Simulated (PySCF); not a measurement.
B3LYP has the VWN-RPA correlation part, as in Gaussian. Delta-SCF ions had no search for a lower state. Excitations are Tamm–Dancoff values on a coarser integration grid. The basis has no diffuse functions, so Rydberg states are missing or too high.

Cartesian coordinates (Å):
```xyz
17

In    -0.0687     0.0150     0.0475
Cl    -0.2324    -2.0718     1.1644
Cl     0.8505     1.8417     1.2505
Cl    -1.6741     0.4964    -1.6318
C      2.8818    -0.7880    -0.4427
N      1.7376    -0.4544    -1.3144
C      2.0151     0.7502    -2.1221
C      1.3678    -1.5985    -2.1715
H      3.7755    -1.0206    -1.0481
H      2.6216    -1.6566     0.1775
H      3.0951     0.0655     0.2151
H      1.1261     0.9977    -2.7179
H      2.8740     0.5770    -2.7941
H      2.2369     1.5911    -1.4511
H      2.2020    -1.8645    -2.8443
H      1.1188    -2.4595    -1.5363
H      0.4849    -1.3317    -2.7682
```
Charge 0, spin multiplicity 1.

Q: What charge on the central atom (Mulliken), HOMO, total energy, T1 excitation (TDA), S1–T1 gap (TDA), HOMO–LUMO gap, brightest of the four lowest singlets (TDA) and vertical ionisation energy (Delta-SCF) does B3LYP-D3(BJ)/def2-TZVP // B3LYP-D3(BJ)/def2-SVP (PySCF) give?

A: 
```json
{
 "charge on the central atom (Mulliken)": "0.93 e",
 "HOMO": "-8.35 eV",
 "total_energy": "-1745.6658 Ha",
 "T1 excitation (TDA)": "4.81 eV",
 "S1–T1 gap (TDA)": "0.30 eV",
 "HOMO–LUMO gap": "6.17 eV",
 "brightest of the four lowest singlets (TDA)": "5.33 eV",
 "vertical ionisation energy (Delta-SCF)": "10.29 eV"
}
```
